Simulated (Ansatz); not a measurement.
C2HClSi, SMILES `C#C[Si]Cl` (excited triplet) (charge 0, multiplicity 3). This triplet is an excited state, 1.69 eV above the relaxed singlet at the level B3LYP/cc-pVTZ // PBE0-D3(BJ)/def2-TZVP (Ansatz, an electronic-structure program).

Cartesian coordinates (Å):
```xyz
5

C     -1.4612     0.1033    -0.0680
C     -0.3108    -0.1686    -0.3499
Si     1.3044    -0.7040    -0.8382
Cl     2.9339     0.4163    -0.3244
H     -2.4663     0.3530     0.1847
```
Charge 0, spin multiplicity 3.

Frozen-core energies in 6-31g from Ansatz at a geometry from PBE0-D3(BJ)/def2-TZVP; the HF reference has <S^2> = 2.22 and the T1 diagnostic is 0.038.

| level | energy (Ha) |
|---|---|
| HF | -824.54947 |
| MP2 | -824.77358 |
| CCSD | -824.81028 |
| CCSD(T) | -824.81888 |

Problem. Estimate the energies of CCSDT and CCSDT(Q), and give each level's difference from CCSDT(Q).

Solution. 
```json
[
 {"level": "MP2", "energy (Ha)": "-824.77358", "difference from CCSDT(Q) (mHa)": "47.30"},
 {"level": "CCSD", "energy (Ha)": "-824.81028", "difference from CCSDT(Q) (mHa)": "10.60"},
 {"level": "CCSD(T)", "energy (Ha)": "-824.81888", "difference from CCSDT(Q) (mHa)": "2.00"},
 {"level": "CCSDT", "energy (Ha)": "-824.81987", "difference from CCSDT(Q) (mHa)": "1.01"},
 {"level": "CCSDT(Q)", "energy (Ha)": "-824.82088", "difference from CCSDT(Q) (mHa)": "0.00"}
]
```
